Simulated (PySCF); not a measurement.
Atom-mapped SMILES (the numbers label the heavy atoms): `[CH2:1]=[CH:2][Si@@:3]([OH:4])([CH:5]=[O:6])[SiH2:7][O:8][CH3:9]`. Each H is labelled by its parent atom. Ha(C1) is cis to Si3; Ha(Si7) is pro-R; Hb(Si7) is pro-S; Hb(C1) is trans to Si3.

Single conformer, fast rotation and ring inversion assumed for equivalent nuclei, non-relativistic, no solvent. GIAO PBE0/pcSseg-1 shieldings; geometry from GFN2-xTB; PySCF 2.14.

List the cross peaks expected in HSQC, COSY and HMBC spectra.

## Answers



HSQC (one-bond C–H):
```tsv
δH	δC
12.29 (H(C5))	250.4 (C5)
6.64 (Hb(C1))	143.9 (C1)
6.53 (H(C2))	140.7 (C2)
6.28 (Ha(C1))	143.9 (C1)
3.71 (H(C9))	56.3 (C9)
```

COSY cross peaks (H two or three bonds apart, from the bond graph; peaks can be absent where the dihedral angle is near 90°):
```tsv
δH	δH
6.64 (Hb(C1))	6.53 (H(C2))
6.64 (Hb(C1))	6.28 (Ha(C1))
6.53 (H(C2))	6.28 (Ha(C1))
5.18 (Ha(Si7))	5.16 (Hb(Si7))
```

HMBC (two and three bonds, from the bond graph):
```tsv
δH	δC
12.29 (H(C5))	140.7 (C2)
6.64 (Hb(C1))	140.7 (C2)
6.53 (H(C2))	250.4 (C5), 143.9 (C1)
6.28 (Ha(C1))	140.7 (C2)
5.18 (Ha(Si7))	250.4 (C5), 140.7 (C2), 56.3 (C9)
5.16 (Hb(Si7))	250.4 (C5), 140.7 (C2), 56.3 (C9)
```

Shifts are taken against calculated references (same method and geometry level): 1H (31.72 ppm), 13C (186.93 ppm) vs TMS.

Exchangeable OH/NH protons stand at their gas-phase positions; hydrogen bonding in a real sample shifts them, mostly to higher δ. Shifts are as computed. Against solution values, carbons near 30 ppm lie about +3 ppm off and those near 130 ppm about +5 ppm. Of 1309 compounds with measured shifts, 239 miss one by over three times the rms of a fit or turn the order of signals round; such compounds aren't used in these exercises.
